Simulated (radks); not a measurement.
Re+, 74 electrons, occupied as [Xe] 4f14 5d5 6s1. Method: scalar-relativistic Kohn-Sham, PBE, spin-unpolarised, spherical densities, point nucleus; computed with a radial shooting solver on a logarithmic mesh with Libxc functionals. Some entries of the table are withheld. Estimate them.

orbital,occ.,eigenvalue (Ry),<r> (bohr),r(max) (bohr)
1s,2,-5268.052,0.01803,0.01124
2s,2,-913.8382,0.07621,0.06451
2p,6,-797.4683,0.06834,0.05303
3s,2,-212.0094,0.1974,0.1819
3p,6,-177.7018,0.1979,0.1803
3d,10,-138.8414,0.1792,0.1469
4s,2,-44.69591,0.4405,0.4125
4p,6,(1),0.4686,0.4330
4d,10,-19.33705,(2),0.4433
5s,2,(3),(4),0.9374
5p,6,-4.02856,1.208,1.061
4f,14,-3.68004,0.5805,0.4168
5d,5,-0.95124,1.851,1.415
6s,1,-0.93222,2.865,2.477

Answer. 
(1) 4p eigenvalue (Ry): -33.44518
(2) 4d <r> (bohr): 0.5000
(3) 5s eigenvalue (Ry): -6.83720
(4) 5s <r> (bohr): 1.036
